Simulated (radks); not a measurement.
The numbers below are computed, except where a source is named.
Spherical jellium clusters: N electrons in a uniform positive sphere of charge N and radius rs N^(1/3), rs = 4.67 bohr. Level of theory: non-relativistic Kohn-Sham, PBEsol, spin-polarised, spherical densities (a radial shooting solver with Libxc functionals). Levels are named by radial order and angular momentum (1s, 1p, 1d, 2s, ...), and open shells are averaged over m.

N = 10, configuration 1s2 1p6 1d(up 2, down 0). This is the lowest configuration that the search found. Occupied levels:

| level | occupation | eigenvalue (eV) | <r> (bohr) |
|---|---|---|---|
| 1s up | 1 | -3.9953 | 6.725 |
| 1s down | 1 | -3.8821 | 6.320 |
| 1p up | 3 | -3.2168 | 7.876 |
| 1p down | 3 | -3.0002 | 7.657 |
| 1d up | 2 | -2.2130 | 8.836 |

Energy (eV): total -17.5556, kinetic 13.460, external -320.10, Hartree 158.30, exchange-correlation -31.485, background 162.28.
